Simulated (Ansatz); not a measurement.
`CCB(C)S` + SiH₄ → `CCB(C)[SiH3]` + H₂S  (formal exchange of groups at a B–S bond)

Program: Ansatz. Geometries: PBE0-D4/def2-TZVP. ΔE: electronic, gas phase. CBS: MP2 limit from def2 TZ/QZ plus the TZ coupled-cluster correction, frozen cores. This one scheme is used for every species. Functionals use def2-TZVPP. B3LYP here is the variant with VWN-RPA as its local correlation; programs differ in this. Each species was taken in one conformer, which may not be the lowest.

| level | ΔE (kcal/mol) | difference from CCSD(T)/CBS |
| --- | --- | --- |
| PBE-D4 | 27.3 | -0.8 |
| r2SCAN-D4 | 28.7 | 0.6 |
| PBE0-D4 | 27.6 | -0.5 |
| B3LYP-D4 | 27.9 | -0.2 |
| ωB97X-V | 27.8 | -0.3 |
| ωB97M-V | 28.6 | 0.5 |
| B2PLYP | 29.0 | 0.9 |
| PBE | 27.4 | -0.7 |
| r2SCAN | 28.8 | 0.7 |
| PBE0 | 27.8 | -0.3 |
| B3LYP | 28.1 | 0.0 |
| HF/def2-TZVPP | 28.4 | 0.3 |
| MP2/def2-TZVPP | 30.4 | 2.3 |
| SCS-MP2/def2-TZVPP | 29.6 | 1.5 |
| CCSD/def2-TZVPP | 27.8 | -0.3 |
| CCSD(T)/def2-TZVPP | 28.3 | 0.2 |
| HF/def2-QZVPP | 28.2 | 0.1 |
| MP2/def2-QZVPP | 30.2 | 2.1 |
| SCS-MP2/def2-QZVPP | 29.4 | 1.3 |
| HF/CBS(def2) | 28.2 | 0.1 |
| MP2/CBS(def2) | 30.1 | 2.0 |
| CCSD/CBS(def2) | 27.6 | -0.5 |
| CCSD(T)/CBS | 28.1 | 0 |

Largest T1 diagnostic among the species: 0.011.

CCSD(T)/CBS has its own doubt, a few kJ/mol and more with outer-core shells, so smaller differences from it don't rank the levels.
